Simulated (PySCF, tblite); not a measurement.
Isomers of C4H15NOSi3. Method: GFN2-xTB as coded in tblite; computed harmonic values from a numerical Hessian at the method's own geometry, unscaled. Against measured fundamentals such values can be off by several per cent, at times by over 20. Modes of hydrogen on silicon can be 10 to 20 % off. One conformer each.

Electronic energies: PBE0/pcSseg-1 single points on the GFN2-xTB geometries (PySCF, gas phase).

```
                         SMILES  electronic energy, lowest = 0 (kJ/mol)
   CN[Si@H]([SiH3])O[SiH2]C1CC1                                   150.1
  C=CC[Si@H](OC)N([SiH3])[SiH3]                                   140.9
  CN[Si@@H]1C[SiH2]C[Si@H](O)C1                                     0.0
CC(C)C(=O)[SiH2]N([SiH3])[SiH3]                                   207.5
 N[SiH2][SiH2]O[C@H]1CCC[SiH2]1                                   210.6
   O[SiH2]N([SiH3])[SiH2]C1CCC1                                   116.9
 N[SiH2][SiH2]O[C@H]1CC[SiH2]C1                                   186.2
  CC(C)O[Si@@H]1N[SiH2]C[SiH2]1                                    34.7
```

**Question.** How do GFN2-xTB zero-point energies change the relative energies?

**Answer.** 
| SMILES | ZPE (kJ/mol) | of it from modes above 1550 cm⁻¹ | electronic (kJ/mol) | with ZPE, lowest = 0 (kJ/mol) | lowest mode (cm⁻¹) | rings |
| --- | --- | --- | --- | --- | --- | --- |
| CN[Si@@H]1C[SiH2]C[Si@H](O)C1 | 477.0 | 255.3 | 0.0 | 0.0 | 54 | 1 |
| CC(C)O[Si@@H]1N[SiH2]C[SiH2]1 | 475.4 | 247.8 | 34.7 | 33.1 | 11 | 1 |
| O[SiH2]N([SiH3])[SiH2]C1CCC1 | 464.7 | 241.2 | 116.9 | 104.7 | 12 | 1 |
| C=CC[Si@H](OC)N([SiH3])[SiH3] | 454.9 | 248.3 | 140.9 | 118.9 | 10 | 0 |
| CN[Si@H]([SiH3])O[SiH2]C1CC1 | 467.0 | 244.3 | 150.1 | 140.0 | 8i | 1 |
| N[SiH2][SiH2]O[C@H]1CC[SiH2]C1 | 471.1 | 243.8 | 186.2 | 180.3 | 27 | 1 |
| CC(C)C(=O)[SiH2]N([SiH3])[SiH3] | 455.0 | 243.6 | 207.5 | 185.5 | 9 | 0 |
| N[SiH2][SiH2]O[C@H]1CCC[SiH2]1 | 470.3 | 244.3 | 210.6 | 203.8 | 6i | 1 |

The zero-point energies span 22.1 kJ/mol, from `C=CC[Si@H](OC)N([SiH3])[SiH3]` to `CN[Si@@H]1C[SiH2]C[Si@H](O)C1`. Slightly imaginary modes are left out of the zero-point energy: `CN[Si@H]([SiH3])O[SiH2]C1CC1` 7.7i cm⁻¹ and `N[SiH2][SiH2]O[C@H]1CCC[SiH2]1` 6.3i cm⁻¹. The order is unchanged.

**Question.** And how do the electronic energies of GFN2-xTB itself compare?

**Answer.** `CN[Si@@H]1C[SiH2]C[Si@H](O)C1` 175.9; `CC(C)O[Si@@H]1N[SiH2]C[SiH2]1` 64.0; `O[SiH2]N([SiH3])[SiH2]C1CCC1` 0.0; `C=CC[Si@H](OC)N([SiH3])[SiH3]` 70.9; `CN[Si@H]([SiH3])O[SiH2]C1CC1` 52.6; `N[SiH2][SiH2]O[C@H]1CC[SiH2]C1` 120.8; `CC(C)C(=O)[SiH2]N([SiH3])[SiH3]` 135.5; `N[SiH2][SiH2]O[C@H]1CCC[SiH2]1` 142.0 kJ/mol, lowest = 0. Against the energies above, taken from the same isomer `CN[Si@@H]1C[SiH2]C[Si@H](O)C1`, the largest difference is 292.8 kJ/mol.
